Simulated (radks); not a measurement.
Results of a calculation; reference values are marked as such.
Question: Sr+, 37 electrons, occupied as [Kr] 5s1. Code: a radial shooting solver on a logarithmic mesh with Libxc functionals. Model: scalar-relativistic Kohn-Sham, PBE, spin-polarised, spherical densities, finite nucleus; open shells are filled with parallel spins first (spin-orbit coupling, left out, can overturn this in heavy ions); Fermi nuclear charge, rms radius 4.224 fm. Some entries of the table are withheld. Estimate them.

| orbital | occ. | eigenvalue (eV) | r(max) (bohr) |
|---|---|---|---|
| 1s up | 1 | -15943.45 | 0.02553 |
| 1s down | 1 | -15943.44 | 0.02553 |
| 2s up | 1 | -2164.379 | 0.1451 |
| 2s down | 1 | -2164.368 | 0.1451 |
| 2p up | 3 | -1923.883 | 0.1160 |
| 2p down | 3 | -1923.873 | 0.1160 |
| 3s up | 1 | -340.1546 | 0.4358 |
| 3s down | 1 | -340.1363 | 0.4358 |
| 3p up | 3 | -262.5353 | 0.4308 |
| 3p down | 3 | -262.5157 | 0.4308 |
| 3d up | 5 | -134.3968 | (1) |
| 3d down | 5 | -134.3749 | (2) |
| 4s up | 1 | -47.2438 | 1.191 |
| 4s down | 1 | -47.1474 | 1.191 |
| 4p up | 3 | (3) | (4) |
| 4p down | 3 | (5) | (6) |
| 5s up | 1 | -8.6767 | 3.435 |

Answer: 
(1) 3d up r(max) (bohr): 0.3766
(2) 3d down r(max) (bohr): 0.3766
(3) 4p up eigenvalue (eV): -29.1517
(4) 4p up r(max) (bohr): 1.327
(5) 4p down eigenvalue (eV): -29.0041
(6) 4p down r(max) (bohr): 1.326
